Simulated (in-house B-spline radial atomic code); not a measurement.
## Ionising B³⁺ with different functionals

Computed with an all-electron radial atomic-structure program (B-spline basis): four-component Dirac-Coulomb Hamiltonian, Fermi nucleus of rms radius 2.406 fm, spin-restricted, spherical fractional occupations for the functionals. The ionisation energy is the difference of two self-consistent energies, 1s2 → 1s1, without Breit or QED terms; ε is the level of the shell that loses the electron (mean over j).

```json
{"method": "LDA exchange-only", "rung": "LDA", "ΔSCF (eV)": "260.57", "-ε(1s) (eV)": "226.85"}
{"method": "BLYP", "rung": "GGA", "ΔSCF (eV)": "266.08", "-ε(1s) (eV)": "231.91"}
{"method": "PW91", "rung": "GGA", "ΔSCF (eV)": "265.83", "-ε(1s) (eV)": "231.71"}
{"method": "PBE", "rung": "GGA", "ΔSCF (eV)": "265.52", "-ε(1s) (eV)": "231.38"}
```

Q: How do they compare with the NIST value?

A: NIST lists 259.374 eV (tabulated theory, ground level to ground level). Errors run from +1.19 to +6.71 eV. The correlated functionals all miss on the same side by more than they spread, so the cause is common to them (Breit-QED terms, spin polarisation, or a listed next ion that isn't the cheapest removal here) and closeness doesn't rank the functionals.
